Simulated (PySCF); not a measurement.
A side-by-side comparison of computed properties.

First species: C₈H₁₀O.
SMILES: `C1([C@@H]2C=C[C@]2(CO)C=1)C`

Second species: C5H8O2Si2.
SMILES: `C1C([SiH2]O[SiH2]O)(C=1)C#C`

Levels: PBE0/pcSseg-1 for dipole moment, HOMO energy, LUMO energy and HOMO–LUMO gap; GFN2-xTB for rotational constant A and rotational constant C. Geometries: GFN2-xTB. Each structure is a single optimised conformer of the isolated species, non-relativistic unless stated. Electronic properties by PySCF.

The conformers computed, where there is a choice (atom-mapped SMILES and torsion angles):
- `[CH3:1][C:2]1=[CH:3][C@@:4]2([CH2:5][OH:6])[CH:7]=[CH:8][C@@H:9]12`: C3–C4–C5–O6 73°, H–O6–C5–C4 53°
- `[CH:1]#[C:2][C:3]1([SiH2:4][O:5][SiH2:6][OH:7])[CH:8]=[CH:9]1`: C2–C3–Si4–O5 179°, C3–Si4–O5–Si6 176°, Si4–O5–Si6–O7 -9°, H–O7–Si6–O5 180°

(1) Which of the two has the higher LUMO energy, and by how much?

(2) Which of the two has the higher dipole moment, and by how much?

(3) Which has the higher HOMO energy?

(4) Which of the two has the higher rotational constant C, and by how much?

(5) Which has the higher HOMO–LUMO gap?

(6) Which of the two has the higher rotational constant A, and by how much?

## Answers

(1) The second: -0.30 eV against -0.37 eV, a difference of 0.07 eV.

(2) The second: 2.39 D against 1.88 D, a difference of 0.51 D.

(3) The first: -6.70 eV against -7.18 eV, a difference of 0.48 eV.

(4) The first: 1.036 GHz against 0.504 GHz, a difference of 0.532 GHz.

(5) The second: 6.88 eV against 6.33 eV, a difference of 0.55 eV.

(6) The first: 3.102 GHz against 3.096 GHz, a difference of 0.006 GHz.

On the first: The dipole equals about 6.3 × 10⁻³⁰ C·m (1 D = 3.33564 × 10⁻³⁰ C·m). GFN2-xTB frequencies show an imaginary mode (114i cm⁻¹), so this geometry is no minimum at that level.

On the second: The dipole equals about 8.0 × 10⁻³⁰ C·m (1 D = 3.33564 × 10⁻³⁰ C·m). A dipole of 2.39 D is allowed in C1, and pure rotational transitions are dipole-allowed.
